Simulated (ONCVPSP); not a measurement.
**Cutoff test, cobalt, ONCV**

cobalt, optimised norm-conserving Vanderbilt (ONCV), made with ONCVPSP 4.0.1 (PBE, fully relativistic). Core [Ar], reference 3d7 4s1.75 4p0.25. Waves: 4s: rc 1.75 bohr, ncon 3, nbas 7, qcut 3.7 1/bohr, 2 projectors, debl 2.3 Ha; 4p: rc 3.15 bohr, ncon 5, nbas 8, qcut 2.3 1/bohr, 1 projector; 3d: rc 1.80 bohr, ncon 4, nbas 8, qcut 7.3 1/bohr, 1 projector. Local part: polynomial inside 1.50 bohr (lpopt 5, dvloc0 0 Ha). Core correction: Teter function, fcfact 5.5, rcfact 1.35.

Open shells are filled in proportion to 2j + 1.

Task: For each optimised wave give the share of its norm inside rc, the residual kinetic energy above qcut (Ha) and the cutoffs (Ha) for errors of 10, 1, 0.1 and 0.01 mHa per electron.

Result:

```json
{"wave": "4s", "norm inside rc": "0.139", "residual KE": "8.7e-05", "10 mHa": "3.1", "1 mHa": "4.9", "0.1 mHa": "7.2", "0.01 mHa": "65.6"}
{"wave": "s projector 2", "norm inside rc": "0.113", "residual KE": "1.3e-02", "10 mHa": "9.8", "1 mHa": "64.7", "0.1 mHa": "77.4", "0.01 mHa": "99.5"}
{"wave": "4p j=3/2", "norm inside rc": "0.304", "residual KE": "2.8e-04", "10 mHa": "0.7", "1 mHa": "1.4", "0.1 mHa": "7.0", "0.01 mHa": "17.0"}
{"wave": "4p j=1/2", "norm inside rc": "0.316", "residual KE": "2.6e-04", "10 mHa": "0.8", "1 mHa": "1.5", "0.1 mHa": "6.9", "0.01 mHa": "17.0"}
{"wave": "3d j=5/2", "norm inside rc": "0.884", "residual KE": "5.8e-04", "10 mHa": "21.9", "1 mHa": "26.2", "0.1 mHa": "66.1", "0.01 mHa": "86.8"}
{"wave": "3d j=3/2", "norm inside rc": "0.887", "residual KE": "5.9e-04", "10 mHa": "21.9", "1 mHa": "26.2", "0.1 mHa": "66.2", "0.01 mHa": "87.5"}
```

The occupied waves need 26 Ha and 66 Ha for 1 and 0.1 mHa. Note: no bound ghost flagged; GHOST(+) flagged for s at 58.9 eV. 1 of 4 tests not solved or not reliable.
